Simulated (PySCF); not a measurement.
Beryllium: a sound run and one with changed settings

Sound run: Be⁺ [He] 2s1, Be²⁺ 1s2. Computed with PySCF 2.14 in x2c-SVPall (3s2p, 9 functions), with the spin-free X2C one-electron Hamiltonian (Gaussian nucleus). The sound run starts from symmetry-adapted Hartree-Fock orbitals and uses a fine grid where one is needed.

A second run was set up differently.

| species | method | sound run (hartree) | changed run (hartree) | converged |
| --- | --- | --- | --- | --- |
| Be⁺ | UHF | -14.26333 | -14.26187 | no |
| Be⁺ | LDA | -14.10137 | -14.10136 | no |
| Be⁺ | M06-2X | -14.31607 | -14.31564 | no |
| Be²⁺ | UHF | -13.60709 | -13.60709 | no |
| Be²⁺ | LDA | -13.43970 | -13.43970 | no |
| Be²⁺ | M06-2X | -13.65270 | -13.65270 | no |

Problem. What was changed?
A. a valence shell is frozen
B. too few SCF iterations
C. angular grid far too coarse
D. basis contracted for another Hamiltonian

Solution. B. It used initial guess atom, at most 2 SCF cycles. The SCF was stopped early; the energies are upper bounds that still move, and correlated levels were skipped or rest on poor orbitals.
